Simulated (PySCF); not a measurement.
**Identify the compound**

The spectra below were simulated for a compound C₃H₁₀BNO₂.

1H NMR (400 MHz, computed): δ 8.25 (s, 1H), 4.50 (br s, 1H), 3.40 (s, 6H), 3.08 (br, 2H).

13C{1H} NMR (computed): δ 165.4 (CH), 61.1 (CH3, 2C).

Method: PBE0-D3(BJ)/def2-SVP geometry, shielding tensors at PBE0/pcSseg-1 (GIAO), couplings computed with B3LYP/pcJ-1 (spin–dipole term only in couplings to heteroatoms), in PySCF 2.14.0 with density-fitted response routines (one conformer, no solvent model, relativity neglected, fast rotation and ring inversion assumed for equivalent nuclei).

Scale: TMS for 1H (σref 31.27), 13C (σref 184.41) (reference shieldings calculated alike).

Q: What is the structure?

A: 
- 2 carbon signals for 3 carbons: some carbons are equivalent by symmetry or fast rotation.
- Carbon types of the structure: 1 × CH, 2 × CH3, leaving 3 H on heteroatoms.
- δC 165.4: amide carbonyl carbon; lone-pair donation from the attached heteroatom keeps it upfield of a ketone carbonyl.
- δC 61.1: methyl carbon bonded to O; deshielded by the electronegative neighbour.
- δH 8.25: hydrogen on an amide carbonyl carbon.
- δH 4.50: hydrogen on an amide-type nitrogen; exchangeable, gas-phase position.
- δH 3.40: hydrogen on a methyl carbon bonded to O; its carbon carries O, an electronegative neighbour.
- δH 3.08: hydrogen on a boron bonded to N, O.

Structure: SMILES C[O+](C)[BH2-]NC=O.

This is the structure that produced the data.

OH/NH shifts are gas-phase values; hydrogen bonding in solution moves them, usually downfield. Hydrogens on boron are broadened and split by 11B (spin 3/2, 80 %) and 10B (spin 3). Shifts are as computed. Against solution values, carbons near 30 ppm lie about +2 ppm off and those near 130 ppm about +5 ppm. Of 1211 compounds with measured shifts, 218 miss one by over three times the rms of a fit or turn the order of signals round; such compounds aren't used in these exercises. Hydrogen bonding in solution deshields acid and N–H amide carbonyl carbons by as much as 10 ppm beyond these values. Couplings to exchangeable protons are dropped.
